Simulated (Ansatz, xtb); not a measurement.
**A geometry optimisation of BF2Si− with r2SCAN-D4/def2-SVPD**

The starting geometry of this gas-phase singlet has its atoms placed at random.

```xyz
4

B     1.2009    0.7657   -0.9223
F    -1.5096    0.0637   -1.0752
F     1.7726   -0.3937    0.0875
Si   -0.9199    1.3047   -0.1152
```

**Question.** Guess where an optimisation with r2SCAN-D4/def2-SVPD ends from this start.

**Answer.** It ends as a structure given below by its coordinates. Contacts that close: B1–F3 (1.64 → 1.34 Å), B1–Si4 (2.33 → 1.89 Å).

The energy falls by 2.00 eV over 11 steps:

```csv
step,E − E(last) (eV)
1,2.001
2,1.163
3,0.473
4,0.249
5,0.145
7,0.021
8,0.011
9,0.003
10,0.000
11,0.000
```

Final geometry (Å):

```xyz
4

B     0.9240    0.2358   -0.3772
F    -1.9125    0.2624   -1.1520
F     2.2210    0.0226   -0.1132
Si   -0.6884    1.2196   -0.3828
```

From the same start GFN2-xTB reaches the same bonding as this run.

From so rough a start the end depends on the optimiser's path, so another program may land elsewhere. The end wasn't checked by frequencies. Run with Ansatz 0.2.0, 6.9 s on 2 threads of Intel(R) Xeon(R) 6975P-C (Granite Rapids), on a shared host.
